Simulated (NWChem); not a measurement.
Species: Si$_{2}$NH$_{5}$ClF; SMILES N[Si@@H](Cl)[SiH2]F

```xyz
10

N     -1.9976    -0.5114    -0.2366
Si    -0.3964    -0.4377     0.3893
Cl     0.9134    -1.9526    -0.3008
Si     0.6591     1.5530    -0.2594
F     -0.1172     2.8411     0.3505
H     -2.6493    -1.2013     0.1206
H     -2.1855    -0.3051    -1.2108
H     -0.5031    -0.6557     1.8517
H      2.0607     1.5685     0.2357
H      0.6551     1.6611    -1.7449
```
Atoms are numbered in this order, from 1.

Level: B3LYP/6-31G* (spherical d) (NWChem), optimised geometry, unscaled harmonic frequencies. B3LYP is NWChem's, with the RPA form of VWN correlation.

```json
[
 {"frequency (cm⁻¹)": "60", "IR intensity (km/mol)": "2.3"},
 {"frequency (cm⁻¹)": "91", "IR intensity (km/mol)": "5.0"},
 {"frequency (cm⁻¹)": "163", "IR intensity (km/mol)": "1.1"},
 {"frequency (cm⁻¹)": "185", "IR intensity (km/mol)": "1.3"},
 {"frequency (cm⁻¹)": "243", "IR intensity (km/mol)": "15.2"},
 {"frequency (cm⁻¹)": "312", "IR intensity (km/mol)": "34.1"},
 {"frequency (cm⁻¹)": "434", "IR intensity (km/mol)": "19.0"},
 {"frequency (cm⁻¹)": "449", "IR intensity (km/mol)": "106.1"},
 {"frequency (cm⁻¹)": "506", "IR intensity (km/mol)": "162.3"},
 {"frequency (cm⁻¹)": "521", "IR intensity (km/mol)": "101.2"},
 {"frequency (cm⁻¹)": "709", "IR intensity (km/mol)": "71.0"},
 {"frequency (cm⁻¹)": "760", "IR intensity (km/mol)": "25.3"},
 {"frequency (cm⁻¹)": "814", "IR intensity (km/mol)": "149.4"},
 {"frequency (cm⁻¹)": "863", "IR intensity (km/mol)": "15.6"},
 {"frequency (cm⁻¹)": "874", "IR intensity (km/mol)": "114.1"},
 {"frequency (cm⁻¹)": "909", "IR intensity (km/mol)": "270.3"},
 {"frequency (cm⁻¹)": "960", "IR intensity (km/mol)": "23.8"},
 {"frequency (cm⁻¹)": "967", "IR intensity (km/mol)": "140.4"},
 {"frequency (cm⁻¹)": "1628", "IR intensity (km/mol)": "52.8"},
 {"frequency (cm⁻¹)": "2245", "IR intensity (km/mol)": "121.4"},
 {"frequency (cm⁻¹)": "2265", "IR intensity (km/mol)": "102.0"},
 {"frequency (cm⁻¹)": "2277", "IR intensity (km/mol)": "157.2"},
 {"frequency (cm⁻¹)": "3555", "IR intensity (km/mol)": "31.5"},
 {"frequency (cm⁻¹)": "3648", "IR intensity (km/mol)": "28.8"}
]
```

- zero-point energy: 36.3 kcal/mol
- thermal correction to the enthalpy at 298.15 K (with zero-point energy): 42.0 kcal/mol
- heat capacity Cv: 26.9 cal/(mol K)
- entropy at 298.15 K and 1 atm (symmetry number 1): 89.3 cal/(mol K)
- dipole moment: 1.91 D

Rigid rotor and harmonic oscillator; modes under 100 cm⁻¹ make the entropy uncertain.
